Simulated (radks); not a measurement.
The numbers below are computed, except where a source is named.
Problem. Code: a radial shooting solver on a logarithmic mesh with Libxc functionals. Model: Dirac Kohn-Sham, PBE, spin-unpolarised, spherical densities, point nucleus; open shells fill j = l - 1/2 first. Each species is in its NIST ground configuration. Rank Ar, Al, Cl, Mg, S, Si, P by radius at which the density is 0.001 e/bohr^3 (bohr), largest first.

Solution. Al 4.54, Mg 4.52, Si 4.44, P 4.27, S 4.08, Cl 3.91, Ar 3.75.
